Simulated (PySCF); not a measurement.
**Computed NMR parameters against published values**

Molfile (atoms numbered from 1):
```
C6H12O
     RDKit          3D

 19 19  0  0  0  0  0  0  0  0999 V2000
    2.3617   -1.4200    0.6788 O   0  0  0  0  0  0  0  0  0  0  0  0
    1.9389   -0.1376    0.2938 C   0  0  0  0  0  0  0  0  0  0  0  0
    0.4371   -0.0576    0.4347 C   0  0  0  0  0  0  0  0  0  0  0  0
   -0.3453   -1.0238   -0.4537 C   0  0  0  0  0  0  0  0  0  0  0  0
   -1.7855   -0.4911   -0.4242 C   0  0  0  0  0  0  0  0  0  0  0  0
   -1.6707    1.0101   -0.0595 C   0  0  0  0  0  0  0  0  0  0  0  0
   -0.1674    1.2935    0.0578 C   0  0  0  0  0  0  0  0  0  0  0  0
    3.3065   -1.4911    0.5179 H   0  0  0  0  0  0  0  0  0  0  0  0
    2.4087    0.6508    0.9176 H   0  0  0  0  0  0  0  0  0  0  0  0
    2.2088    0.0827   -0.7612 H   0  0  0  0  0  0  0  0  0  0  0  0
    0.1896   -0.2754    1.4910 H   0  0  0  0  0  0  0  0  0  0  0  0
   -0.2530   -2.0701   -0.1311 H   0  0  0  0  0  0  0  0  0  0  0  0
    0.0638   -0.9655   -1.4784 H   0  0  0  0  0  0  0  0  0  0  0  0
   -2.3766   -1.0238    0.3367 H   0  0  0  0  0  0  0  0  0  0  0  0
   -2.3001   -0.6518   -1.3835 H   0  0  0  0  0  0  0  0  0  0  0  0
   -2.1648    1.2047    0.9052 H   0  0  0  0  0  0  0  0  0  0  0  0
   -2.1584    1.6655   -0.7964 H   0  0  0  0  0  0  0  0  0  0  0  0
    0.2397    1.6054   -0.9210 H   0  0  0  0  0  0  0  0  0  0  0  0
    0.0670    2.0949    0.7756 H   0  0  0  0  0  0  0  0  0  0  0  0
  1  2  1  0
  2  3  1  0
  3  4  1  0
  4  5  1  0
  5  6  1  0
  6  7  1  0
  7  3  1  0
  1  8  1  0
  2  9  1  0
  2 10  1  0
  3 11  1  0
  4 12  1  0
  4 13  1  0
  5 14  1  0
  5 15  1  0
  6 16  1  0
  6 17  1  0
  7 18  1  0
  7 19  1  0
M  END
```

The experiment to reproduce: δ ¹³C C3 41.2; C4/C7 28.3; C5/C6 24.5 ppm (measured; solution, not stated per compound (mostly CDCl3 or CCl4); Pretsch, Buehlmann, Badertscher, Structure Determination of Organic Compounds, 4th ed. (2009)).

No solvent model, rapidly exchanging positions averaged, no relativistic terms, one conformer. σ from GIAO-PBE0/pcSseg-1; geometry: PBE0-D3(BJ)/def2-SVP; PySCF 2.14.

Problem. What does the calculation give, and how does it compare?

Solution. 
Reference values: measured (solution, not stated per compound (mostly CDCl3 or CCl4); Pretsch, Buehlmann, Badertscher, Structure Determination of Organic Compounds, 4th ed. (2009)).
```
atoms  quantity  reference  computed  computed, scaled
   C3     δ ¹³C       41.2      45.0              43.1
C4/C7     δ ¹³C       28.3      33.3              31.7
C5/C6     δ ¹³C       24.5      25.3              23.8
```

Computed shifts are σ(ref) − σ with the named reference compound (TMS for H and C) calculated as an isolated molecule at the same level. The measured values may be among those fitted. Scaled to experiment by linear calibration (H and C: mostly CDCl3 data, vs TMS): ¹³C (scatter 2.0 ppm rms, 2.2 ppm with the 3 outliers that the fit left out). A few per cent of atoms miss by over 2 rms, more outside the fitted compound classes.

Problem. How far are the unscaled ¹³C shifts from the references?

Solution. Mean signed difference +3.20 ppm, mean absolute 3.20 ppm over 3 comparisons; the largest is +5.0 ppm at C4/C7 (sp3 CH2 in a ring).
